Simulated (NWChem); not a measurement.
Relativistic effects in H$_{3}$GeO$_{4}$

```
Ge
O 1 1.7589
H 2 0.9682 1 111.62
O 1 1.7603 2 106.29 3 -13.75
H 4 0.9672 1 113.38 2 170.88
O 1 1.7686 2 115.86 3 106.16
H 6 0.9679 1 112.83 2 64.26
O 1 1.7944 2 107.25 3 -138.76
```
Charge 0, spin multiplicity 2.

Everything below was run with NWChem. All single points use one geometry, from UB3LYP/def2-SVP, a minimum by its harmonic frequencies. It is one conformer; others weren't searched.

Functional B3LYP, all-electron basis x2c-SVPall-2c, contracted for the X2C Hamiltonian and used here with ZORA. The ion keeps the geometry and has multiplicity 3 in the scalar run; the spin-orbit run starts from the same electron counts.

The cost column gives rough processor time relative to scalar ZORA; each entry includes its own SCF.

B3LYP has NWChem's definition, with VWN1-RPA local correlation. The structure started from a generated list of species. The stability of the SCF solutions was not checked.

```tsv
Hamiltonian	ΔSCF ionisation energy (eV)	relative cost
scalar ZORA	11.09	1
spin-orbit ZORA	11.09	under 3
```

From scalar ZORA to spin-orbit ZORA the ionisation energy hardly moves.
